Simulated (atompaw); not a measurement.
**Which change was made? (La, PAW (atompaw))**

```json
{"Element": "lanthanum (La)", "Generator": "atompaw 4.2.0.5", "Type": "PAW", "Functional": "PBE", "Relativity": "scalar-relativistic", "Frozen core": "[Kr] 4d10", "Valence charge": "11", "Reference configuration": "4f0 5s2 5p6 5d1 6s2 6p0", "Partial waves": "5s (bound): rc 2.45 bohr; 6s (bound): rc 2.85 bohr; 5p (bound): rc 2.25 bohr; 6p (bound, empty): rc 2.85 bohr; 5d (bound): rc 2.85 bohr; 5d channel at 0.2 Ry: rc 2.85 bohr; 4f (bound, empty): rc 1.25 bohr; 4f channel at 4.05 Ry: rc 1.25 bohr", "Local potential": "bessel scheme, radius 2.35 bohr", "Core correction": "smooth core density matched at 2.40 bohr", "Augmentation charge": "sinc compensation charge, radius 2.25 bohr; PAW radius 2.85 bohr; waves and projectors: custom polynom2 7 10 vanderbiltortho"}
```

Cutoffs, loose and tight: the cutoffs (Ry, on a coarse ladder) from which the occupation-weighted sum of valence levels, in a spherical-Bessel basis at the reference potential, stays within 10 and 1 mRy of its value at 400 Ry. They see the waves, projectors and local potential, not the compensation charge or the core.

The base gives: outcome: generated; cutoff, loose: 21 Ry; cutoff, tight: 40 Ry; bound ghosts: none.

Q: After one change the result is: outcome: generated, no UPF (negative core plus compensation charge); cutoff, loose: 12 Ry; cutoff, tight: 25 Ry; bound ghosts: none. Which change was it?
A. all radii scaled by about 0.90 (s 2.20, p 2.02, d 2.56, f 1.12 bohr); local potential bessel scheme, radius 2.12 bohr; augmentation sinc compensation charge, radius 2.02 bohr; PAW radius 2.56 bohr; waves and projectors: custom polynom2 7 10 vanderbiltortho; core correction smooth core density matched at 2.16 bohr
B. all radii scaled by about 1.22 (s 2.98, p 2.74, d 3.48, f 1.52 bohr); local potential bessel scheme, radius 2.86 bohr; augmentation sinc compensation charge, radius 2.74 bohr; PAW radius 3.48 bohr; waves and projectors: custom polynom2 7 10 vanderbiltortho; core correction smooth core density matched at 2.92 bohr
C. all radii scaled by about 0.80 (s 1.96, p 1.80, d 2.28, f 1.00 bohr); local potential bessel scheme, radius 1.88 bohr; augmentation sinc compensation charge, radius 1.80 bohr; PAW radius 2.28 bohr; waves and projectors: custom polynom2 7 10 vanderbiltortho; core correction smooth core density matched at 1.92 bohr

A: C. The others give: all radii scaled by about 0.90 (s 2.20, p 2.02, d 2.56, f 1.12 bohr); local potential bessel scheme, radius 2.12 bohr; augmentation sinc compensation charge, radius 2.02 bohr; PAW radius 2.56 bohr; waves and projectors: custom polynom2 7 10 vanderbiltortho; core correction smooth core density matched at 2.16 bohr → outcome: generated; cutoff, loose: 15 Ry; cutoff, tight: 35 Ry; bound ghosts: none | all radii scaled by about 1.22 (s 2.98, p 2.74, d 3.48, f 1.52 bohr); local potential bessel scheme, radius 2.86 bohr; augmentation sinc compensation charge, radius 2.74 bohr; PAW radius 3.48 bohr; waves and projectors: custom polynom2 7 10 vanderbiltortho; core correction smooth core density matched at 2.92 bohr → outcome: generated; cutoff, loose: 25 Ry; cutoff, tight: 50 Ry; bound ghosts: none.
